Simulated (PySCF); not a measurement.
# Mayer bond orders and bond lengths

Species: 2-(trimethylsilyloxy)furan, C7H12O2Si.
SMILES with atom numbers: `[CH3:1][Si:2]([CH3:3])([CH3:4])[O:5][c:6]1[cH:7][cH:8][cH:9][o:10]1` (hydrogens: H11, H12, H13 on C1; H14, H15, H16 on C3; H17, H18, H19 on C4; H20 on C7; H21 on C8; H22 on C9)

Structure used (PBE0-D3(BJ)/def2-SVP), in Å, numbered top down from 1:
```xyz
22
C7H12O2Si angstrom
C     -1.2642   -0.4024    1.7873
Si    -1.2758    0.0824   -0.0176
C     -1.3350   -1.4051   -1.1466
C     -2.6302    1.3048   -0.4037
O      0.1480    0.9739   -0.3558
C      1.4005    0.5869   -0.2283
C      2.5809    1.2430   -0.4347
C      3.6065    0.2892   -0.1263
C      2.9782   -0.8589    0.2393
O      1.6262   -0.6814    0.1775
H     -1.0520    0.4738    2.4198
H     -0.4946   -1.1628    1.9858
H     -2.2420   -0.8104    2.0890
H     -2.2662   -1.9737   -0.9938
H     -0.4846   -2.0746   -0.9498
H     -1.2940   -1.0959   -2.2025
H     -2.5478    1.6634   -1.4411
H     -2.5762    2.1779    0.2645
H     -3.6211    0.8400   -0.2799
H      2.6900    2.2723   -0.7631
H      4.6825    0.4454   -0.1731
H      3.3176   -1.8405    0.5550
```

Bond orders from the PBE0/pcSseg-1 density (PySCF). The structure is a single PBE0-D3(BJ)/def2-SVP conformer in the gas phase; no vibrational or solvent corrections.

(1) Where do the orders between heavy atoms depart from those drawn in the SMILES?

(2) Set the Mayer orders of the bonds beside their lengths.

## Answers

(1) The largest departure is 0.500, at C9–O10 (drawn aromatic, 1.000), counting aromatic bonds as 1.5. Drawn single, order below 0.88: Si2–O5 (0.787). The bonds drawn aromatic range from 1.00 to 1.64.

(2) 
```json
{"bond": "C1–Si2", "drawn as": "single", "length (Å)": "1.869", "Mayer order": "0.991"}
{"bond": "Si2–C3", "drawn as": "single", "length (Å)": "1.868", "Mayer order": "0.991"}
{"bond": "Si2–C4", "drawn as": "single", "length (Å)": "1.865", "Mayer order": "0.981"}
{"bond": "Si2–O5", "drawn as": "single", "length (Å)": "1.714", "Mayer order": "0.787"}
{"bond": "O5–C6", "drawn as": "single", "length (Å)": "1.317", "Mayer order": "1.041"}
{"bond": "C6–C7", "drawn as": "aromatic", "length (Å)": "1.366", "Mayer order": "1.550"}
{"bond": "C7–C8", "drawn as": "aromatic", "length (Å)": "1.434", "Mayer order": "1.223"}
{"bond": "C8–C9", "drawn as": "aromatic", "length (Å)": "1.359", "Mayer order": "1.635"}
{"bond": "C9–O10", "drawn as": "aromatic", "length (Å)": "1.365", "Mayer order": "1.000"}
{"bond": "O10–C6", "drawn as": "aromatic", "length (Å)": "1.351", "Mayer order": "1.068"}
{"bond": "C1–H11", "drawn as": "single", "length (Å)": "1.101", "Mayer order": "0.950"}
{"bond": "C1–H12", "drawn as": "single", "length (Å)": "1.100", "Mayer order": "0.944"}
{"bond": "C1–H13", "drawn as": "single", "length (Å)": "1.102", "Mayer order": "0.948"}
{"bond": "C3–H14", "drawn as": "single", "length (Å)": "1.102", "Mayer order": "0.947"}
{"bond": "C3–H15", "drawn as": "single", "length (Å)": "1.100", "Mayer order": "0.943"}
{"bond": "C3–H16", "drawn as": "single", "length (Å)": "1.101", "Mayer order": "0.951"}
{"bond": "C4–H17", "drawn as": "single", "length (Å)": "1.101", "Mayer order": "0.952"}
{"bond": "C4–H18", "drawn as": "single", "length (Å)": "1.101", "Mayer order": "0.952"}
{"bond": "C4–H19", "drawn as": "single", "length (Å)": "1.101", "Mayer order": "0.948"}
{"bond": "C7–H20", "drawn as": "single", "length (Å)": "1.086", "Mayer order": "0.992"}
{"bond": "C8–H21", "drawn as": "single", "length (Å)": "1.088", "Mayer order": "0.983"}
{"bond": "C9–H22", "drawn as": "single", "length (Å)": "1.086", "Mayer order": "0.984"}
```

Bonds between the same two heavy elements. C–Si: all 3 within 0.02 of one another (0.981 to 0.991). C–O: lowest C9–O10 (1.000, 1.365 Å), highest O10–C6 (1.068, 1.351 Å); in 1 of the 3 pairs the longer bond (by over 0.003 Å) has the higher order (by 0.02 or more). C–C: lowest C7–C8 (1.223, 1.434 Å), highest C8–C9 (1.635, 1.359 Å).

Question: Sum the orders of all bonds at each heavy atom with more than one neighbour and set the sums beside the valence in the SMILES.

Answer: C1 3.833 (drawn 4), Si2 3.750 (drawn 4), C3 3.832 (drawn 4), C4 3.833 (drawn 4), O5 1.828 (drawn 2), C6 3.659 (drawn 4), C7 3.765 (drawn 4), C8 3.841 (drawn 4), C9 3.619 (drawn 4), O10 2.068 (drawn 2). Orders between atoms that aren't bonded are not in these sums.

For a closed shell the Mayer order of atoms A and B is Σ (PS)μν (PS)νμ over the basis functions μ on A and ν on B, with P the density and S the overlap matrix.

These values come from a run that also computed NMR shieldings. On one thread, Arm Neoverse V2, no GPU, shared host, this took 52 s of wall time.
